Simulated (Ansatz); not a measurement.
`[SiH3][GeH2][SiH3]` + H₂S → `[SiH3][GeH2][SH]` + SiH₄ at 400 K and 1 bar (cleavage of the Ge–Si bond).

Isolated molecules relaxed with PBE0-D4/def2-TZVP in Ansatz; ΔE leaves out vibrations. CCSD(T)/CBS adds triple-zeta CCSD(T) − MP2 to the extrapolated MP2 energy (def2 sets, frozen cores). This one scheme is used for every species. For Ge outer-core shells are correlated without core-valence functions, which leaves a few kJ/mol of doubt a bond. Scalar relativity is left out up to krypton. Each species was taken in one conformer, which may not be the lowest.

```
             species  CCSD(T)/CBS energy (Eh)  H − E (kJ/mol)  S (J/(mol·K))
`[SiH3][GeH2][SiH3]`              -2659.07062           207.3          400.1
                 H₂S               -398.97279            53.4          215.9
  `[SiH3][GeH2][SH]`              -2766.58811           163.2          387.7
                SiH₄               -291.46306            96.9          218.6
```

H − E and S are ideal-gas, rigid-rotor, harmonic terms from PBE0-D4/def2-TZVP, for one conformer and one mirror image of each species. 1 Eh = 2625.50 kJ/mol, R = 8.31446 J/(mol·K).

**Question.** By hand: ΔE, ΔH, ΔS and ΔG.

**Answer.** ΔE = (-2766.58811) + (-291.46306) − (-2659.07062) − (-398.97279) = -0.00776 Eh = -20.4 kJ/mol. Δ(H − E) = 163.2 + 96.9 − 207.3 − 53.4 = -0.6, so ΔH = -21.0 kJ/mol. ΔS = 387.7 + 218.6 − 400.1 − 215.9 = -9.7 J/(mol·K). ΔG = -21.0 − 400 × (-9.7)/1000 = -17.1 kJ/mol.

**Question.** By hand: the equilibrium constant, and the temperature at which ΔG would vanish if ΔH and ΔS stayed fixed.

**Answer.** log₁₀ K = −ΔG/(RT ln 10) = 2.2. ΔG = 0 at ΔH/ΔS = 2165 K, though so small a ΔS makes that figure unsure.

The number of gas molecules stays the same, so ΔS is small and ΔH decides. A doubt of 5 kJ/mol in ΔE shifts log₁₀ K by 0.7 here. Other conformers and mirror images would add mixing entropy, several J/(mol·K) or more a flexible species. These are equilibria of isolated gas molecules and say nothing of rates. Largest T1 diagnostic: 0.012 (customary marks: 0.02 for closed shells, 0.045 for open ones).
